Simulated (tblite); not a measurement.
Species: C7H6NS (doublet state).
Z-matrix (Å and degrees, GFN2-xTB geometry), rows numbered from 1:
```
S 
C   1  1.6193
C   2  1.4873  1  123.66
C   3  1.5160  2  107.12  1    94.14
C   4  1.3945  3  120.59  2   104.48
C   5  1.3740  4  114.33  3  -177.11
N   6  1.2736  5  126.66  4    -1.00
C   7  1.3275  6  120.53  5    -1.15
C   8  1.3828  7  119.12  6     2.42
H   2  1.0853  1  119.61  3   175.53
H   3  1.0912  2  109.91  1   -24.02
H   3  1.0911  2  110.94  1  -145.91
H   5  1.0777  4  122.28  3     2.41
H   8  1.0802  7  117.77  6  -178.56
H   9  1.0796  4  120.07  3    -0.60
```

Computed values, GFN2-xTB/tblite, gas phase, harmonic and unscaled. Errors from tens to a few hundred cm⁻¹ against measured bands are possible. One conformer, not necessarily the lowest. Open shells enter through the occupations alone, without spin polarisation, and single modes of such species can be off by tens of per cent.

Harmonic wavenumbers (cm⁻¹): 34.6, 46.4, 127.4, 245.0, 280.3, 342.1, 397.9, 480.2, 507.0, 606.7, 660.1, 718.1, 787.5, 809.5, 865.9, 879.0, 897.2, 958.9, 998.7, 1089.1, 1123.0, 1130.1, 1153.5, 1187.5, 1216.5, 1239.0, 1281.7, 1310.9, 1356.3, 1442.3, 1448.4, 1484.6, 1633.7, 2982.2, 2984.9, 2995.7, 3072.4, 3088.8, 3097.2.

A = 3469, B = 828.8, C = 718.7 MHz; mass 136.022 u (most abundant isotopes); point group C1, symmetry number 1; spin multiplicity 2.

Zero-point energy?

½Σν̃ = 23480 cm⁻¹ = 280.88 kJ/mol.

Entropy at 273.15 K, 1 bar (ideal gas, RRHO, classical rotation)?

Translation 168.31, rotation 122.05, vibration 87.72, spin (R ln 2) 5.76: S = 383.8 J/(mol K).

And Cp and H(273.15 K) − H(0)?

Cp = 123.17 J/(mol K), of which vibrations give 89.91 (their classical limit is 39 R = 324.3); H(273.15 K) − H(0) = 21.07 kJ/mol without the zero-point energy, 11.99 from vibrations.

How do the functions run with temperature in this model?

```
 T (K)  S (J/(mol K))  Cp (J/(mol K))  H − H(0) (kJ/mol)  G − H(0) (kJ/mol)  ln q(vib)
    50          255.9            51.7               2.15             -10.65       0.79
   100          295.7            64.8               5.05             -24.52       1.89
298.15          395.0           132.6              24.27             -93.51       5.76
373.15          427.8           159.8              35.25            -124.37       7.22
   500          480.2           198.9              58.11            -182.00       9.75
   750          571.5           250.2             114.83            -313.80      14.67
  1000          648.0           281.0             181.52            -466.52      19.30
```

q(vib) and H(0) count from the zero-point level.

Blend soft modes into free rotors: weight 1/[1 + (100 cm⁻¹/ν̃)⁴] for the oscillator and the rest for a rotor with moment μB/(μ + B), μ = h/(8π²ν), B = 10⁻⁴⁴ kg m². What vibrational entropy results?

76.03 J/(mol K) in place of 87.72, which changes −T·S at 273.15 K by +3.19 kJ/mol.

Hindered rotation and anharmonicity are outside this model. Other conformers, if any are populated, would add a mixing term that is left out. The structure is chiral; the term R ln 2 for an equal mix with its mirror image is left out.

Time: 0.46 s of wall time. Hardware: one thread, Intel Xeon 6975P-C (x86_64), no GPU, shared host with 192 logical CPUs at a one-minute load of 76. This covers the Hessian and the dipole derivatives.
